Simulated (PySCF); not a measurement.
Species: C₆H₁₈BN.
Atom-mapped SMILES: `[BH3-:1][N+:2]([CH2:3][CH3:4])([CH2:5][CH3:6])[CH2:7][CH3:8]`

A calculation gives these core lines: B 1s: 193.17 eV; C 1s: 290.78 (area 3), 291.67 (area 3) eV; N 1s: 406.25 eV.

Level of theory: delta-SCF UKS SCAN, pcX-2 on the ionised atom, pcseg-1 elsewhere, spin-free X2C in PySCF. One conformer (not necessarily the lowest) at the PBE0-D3(BJ)/def2-SVP geometry, without solvent, vibrations or thermal averaging.

Question: Assign the C 1s lines to atoms.

Answer: 290.78 eV: C4/C6/C8 (methyl carbon); 291.67 eV: C3/C5/C7 (sp3 carbon bound to nitrogen). Lowest listed C 1s: C4/C6/C8, bonded to C and 3 H. Highest, 0.89 eV above it: C3/C5/C7, bonded to N, C and 2 H.

Bonded neighbours of each site: B1: N and 3 H; N2: 3 C and B; C3/C5/C7: N, C and 2 H; C4/C6/C8: C and 3 H.

Question: Which effective nuclear charge Zeff reproduces each element's mean 1s value in the hydrogen-like formula E = 13.606 eV × Zeff²?

Answer: B (Z = 5): mean 193.2 eV, Zeff = 3.77, Z − Zeff = 1.23; C (Z = 6): mean 291.2 eV, Zeff = 4.63, Z − Zeff = 1.37; N (Z = 7): mean 406.3 eV, Zeff = 5.46, Z − Zeff = 1.54. Means run over the listed sites, weighted by atom count.

Topologically equivalent atoms share the value of their first member; where this conformer doesn't relate them by symmetry, their own values could differ.

The values belong to the conformer `[BH3-:1][N+:2]([CH2:3][CH3:4])([CH2:5][CH3:6])[CH2:7][CH3:8]`: B1–N2–C3–C4 -63°, B1–N2–C5–C6 179°, B1–N2–C7–C8 -56°.
